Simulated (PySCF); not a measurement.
Species: C3H6F3PSi.
Cartesian coordinates in Å at the GFN2-xTB level; atoms count from 1:
```
atom  x, y, z in Å
F1     2.1912   -0.1054    1.2690
C2     2.2745   -0.3650   -0.0452
F3     2.5823   -1.6678   -0.1546
F4     3.3336    0.3225   -0.5010
P5     0.7302    0.0301   -1.0823
C6    -0.0013    1.2778    0.0482
C7    -0.5207   -0.1141    0.2711
Si8   -2.2899   -0.5495   -0.2487
H9     0.6437    1.7265    0.7938
H10   -0.6630    1.9870   -0.4319
H11   -0.1573   -0.6142    1.1631
H12   -3.1749   -0.0752    0.8172
H13   -2.5686    0.1444   -1.5062
H14   -2.3805   -1.9975   -0.4149
```

Level of theory: PySCF 2.14.0, density-fitted response routines, TDDFT CAM-B3LYP/def2-SVPD, vertical, gas phase, core orbitals frozen in the response.

Frontier orbitals with the atoms that hold most of them (Löwdin shares over 4%, at most four atoms; ? is withheld):

```
orbital  ε (eV)                             atoms
 LUMO+2    1.37  Si8 50%, H13 11%, H14 9%, H12 8%
 LUMO+1    0.84     P5 30%, C6 18%, Si8 8%, H9 7%
   LUMO       ?                                 ?
   HOMO   -9.43     P5 46%, C6 18%, C7 13%, C2 7%
 HOMO-1   -9.60                                 ?
 HOMO-2  -10.99   P5 15%, C6 15%, Si8 12%, C2 11%
 HOMO-3  -11.26  C7 28%, Si8 22%, H13 13%, C6 12%
```

Question: Which atoms hold the HOMO-1, and with what shares?

Answer: P5 (bonded to 3 C) 37%; C7 (bonded to C, P, Si and H) 27%; C6 (bonded to C, P and 2 H) 12%; Si8 (bonded to C and 3 H) 6%. By element: carbon 39% or more, phosphorus 37%, silicon 6%.

Question: Give the leading atoms of the LUMO.

Answer: P5 (bonded to 3 C) 26%; Si8 (bonded to C and 3 H) 20%; C7 (bonded to C, P, Si and H) 14%; H11 (bonded to C) 6%.

Question: What is the LUMO energy, and the HOMO–LUMO gap?

Answer: ε(LUMO) = 0.72 eV; the gap is 10.15 eV (0.3730 hartree).

Question: The HOMO–LUMO gap is 10.15 eV. Where does the response calculation put the lowest singlet, and from which orbitals?

Answer: S1 is at 6.63 eV (f = 0.0038), 3.53 eV below the gap, made of HOMO→LUMO (57%), HOMO-1→LUMO (15%), HOMO-1→LUMO+1 (10%). Without the coupling terms of the response equations the lowest excitation would equal the gap.

Next come S2 at 6.85 eV (f 0.0097), HOMO-1→LUMO+1 (56%), HOMO→LUMO (20%); S3 at 6.88 eV (f 0.038), HOMO→LUMO+1 (56%), HOMO-1→LUMO (28%); S4 at 7.55 eV (f 0.337), HOMO-1→LUMO (45%), HOMO→LUMO+1 (22%), HOMO-1→LUMO+1 (17%); S5 at 7.91 eV (f 0.013), HOMO-1→LUMO+3 (36%), HOMO→LUMO+3 (35%).
